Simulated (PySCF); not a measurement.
**Input and output**

[WO2(H2O)5]2+ (singlet). PySCF 2.14.0, RKS CAM-B3LYP, W def2-SVP with ECP60, O def2-SVP, H def2-SVP; non-relativistic Hamiltonian with scalar-relativistic core potentials where named; density fitting; no spin-orbit coupling. Purpose: singlet excitations, Tamm-Dancoff CAM-B3LYP. The geometry is a saddle point of the state and level it was relaxed for.

```python
mol = gto.M(atom='''
W      0.00000     0.00000    -0.00000
O      0.00000    -0.00000     1.79359
O     -0.00000     0.00000    -1.79359
O      2.17168    -0.05801    -0.00000
H      2.65815     0.25191     0.79945
H      2.65815     0.25191    -0.79945
O      0.72625     2.04746     0.00000
H      0.58183     2.60590     0.79945
H      0.58183     2.60590    -0.79945
O     -1.72283     1.32341     0.00000
H     -2.29856     1.35862     0.79945
H     -2.29856     1.35862    -0.79945
O     -1.79102    -1.22955    -0.00000
H     -2.00242    -1.76623     0.79945
H     -2.00242    -1.76623    -0.79945
O      0.61592    -2.08331    -0.00000
H      1.06100    -2.45021     0.79945
H      1.06100    -2.45021    -0.79945''',
    basis={'W': 'def2-SVP', 'O': 'def2-SVP', 'H': 'def2-SVP'},
    ecp={'W': 'def2-SVP'},
    charge=2, spin=0)
mf = dft.RKS(mol, xc='CAMB3LYP')
mf.grids.atom_grid = (50, 194)
mf = mf.density_fit()  # fitting sets: W def2-universal-JKFIT, O def2-universal-JKFIT, H def2-universal-JKFIT
mf.conv_tol = 1e-08; mf.max_cycle = 55
mf.kernel(dm0)  # dm0: converged density of the relaxed state
td = mf.TDA(); td.nstates = 8; td.kernel()
```

Run from Python with OMP_NUM_THREADS=4; the lines above give its settings. Where DIIS fails, smearing, a level shift and second-order steps follow.
It took 48 s on 4 threads of AMD EPYC 9R45 96-Core Processor (Zen 5), with other jobs on the host, from an already converged density.

Task: Where do the frontier levels lie, over both spins?

Result: HOMO -17.35 eV, LUMO -9.97 eV. 

Task: What does the SCF print?

Result: 
```
init E= -598.517076017534
cycle= 1 E= -598.516343283645  delta_E= 0.000733  |g|= 0.248  |ddm|= 0.365
cycle= 2 E= -598.469237063112  delta_E= 0.0471  |g|= 0.548  |ddm|= 0.56
cycle= 3 E= -598.528494054187  delta_E= -0.0593  |g|= 0.0322  |ddm|= 0.38
cycle= 4 E= -598.528682847856  delta_E= -0.000189  |g|= 0.00607  |ddm|= 0.0242
...
cycle= 8 E= -598.528690745676  delta_E= -5.39e-09  |g|= 0.000152  |ddm|= 0.000228
cycle= 9 E= -598.528690750687  delta_E= -5.01e-09  |g|= 1.16e-05  |ddm|= 0.000121
Extra cycle  E= -598.528690750622  delta_E= 6.53e-11  |g|= 2.23e-05  |ddm|= 2.52e-05
converged SCF energy = -598.528690750622
```

Task: What are the Mulliken charges and spins?

Result: 
| atom | charge (e) | spin (e) |
| --- | --- | --- |
| W1 | 1.020 | 0.000 |
| O2 | -0.398 | 0.000 |
| O3 | -0.398 | 0.000 |
| O4 | -0.256 | 0.000 |
| H5 | 0.306 | 0.000 |
| H6 | 0.306 | 0.000 |
| O7 | -0.256 | 0.000 |
| H8 | 0.305 | 0.000 |
| H9 | 0.305 | 0.000 |
| O10 | -0.256 | 0.000 |
| H11 | 0.306 | 0.000 |
| H12 | 0.306 | 0.000 |
| O13 | -0.256 | 0.000 |
| H14 | 0.306 | 0.000 |
| H15 | 0.306 | 0.000 |
| O16 | -0.256 | 0.000 |
| H17 | 0.306 | 0.000 |
| H18 | 0.306 | 0.000 |

Task: Which singlet excitations follow (Tamm-Dancoff, 8 states)?

Result: 
| state | eV | oscillator strength |
| --- | --- | --- |
| 1 | 3.23 | 0.0000 |
| 2 | 3.23 | 0.0000 |
| 3 | 3.76 | 0.0000 |
| 4 | 3.76 | 0.0000 |
| 5 | 3.78 | 0.0000 |
| 6 | 3.78 | 0.0000 |
| 7 | 3.81 | 0.0098 |
| 8 | 3.81 | 0.0098 |

The geometry was relaxed with PBE (W def2-SVP with ECP60, O def2-SVP, H def2-SVP).
